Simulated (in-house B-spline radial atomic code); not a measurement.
A fraction x of an electron is removed from 5p in Sb III (Sb2+), starting from [Kr] 4d10 5s2 5p1 and keeping the highest spin. All numbers are computed (scalar-relativistic (X2C) BP86, spin-polarised, spherical fractional occupations; Fermi nucleus of rms radius 4.6802 fm) with a radial B-spline atomic code at the basis-set limit, not measured.

```json
{"x": "0", "E(x) - E(0) (eV)": "0.0000", "5p up level (eV)": "-20.685"}
{"x": "0.08", "E(x) - E(0) (eV)": "1.6812", "5p up level (eV)": "-21.344"}
{"x": "0.2", "E(x) - E(0) (eV)": "4.3020", "5p up level (eV)": "-22.338"}
{"x": "0.34", "E(x) - E(0) (eV)": "7.5107", "5p up level (eV)": "-23.502"}
{"x": "0.39", "E(x) - E(0) (eV)": "8.6962", "5p up level (eV)": "-23.919"}
{"x": "0.5", "E(x) - E(0) (eV)": "11.3776", "5p up level (eV)": "-24.838"}
{"x": "0.54", "E(x) - E(0) (eV)": "12.3778", "5p up level (eV)": "-25.172"}
{"x": "0.75", "E(x) - E(0) (eV)": "17.8484", "5p up level (eV)": "-26.929"}
{"x": "0.83", "E(x) - E(0) (eV)": "20.0295", "5p up level (eV)": "-27.598"}
{"x": "0.94", "E(x) - E(0) (eV)": "23.1157", "5p up level (eV)": "-28.515"}
{"x": "1", "E(x) - E(0) (eV)": "24.8416", "5p up level (eV)": "-"}
```

The exact functional would give a straight line between the two integer points. Deviations E(x) - E(0) - x[E(1) - E(0)], in eV: -0.306 at x = 0.08, -0.666 at x = 0.2, -0.935 at x = 0.34, -0.992 at x = 0.39, -1.043 at x = 0.5, -1.037 at x = 0.54, -0.783 at x = 0.75, -0.589 at x = 0.83, -0.235 at x = 0.94.

The curve lies below the straight line by up to 1.043 eV (at x = 0.5): convex, the delocalisation error that favours fractional charges.

(1) How well does Slater's transition state (minus the level at half occupation) give the ionisation energy?

## Answers

(1) It gives 24.838 eV against 24.842 eV from the two total energies; NIST lists 25.32 eV, ground level to ground level.
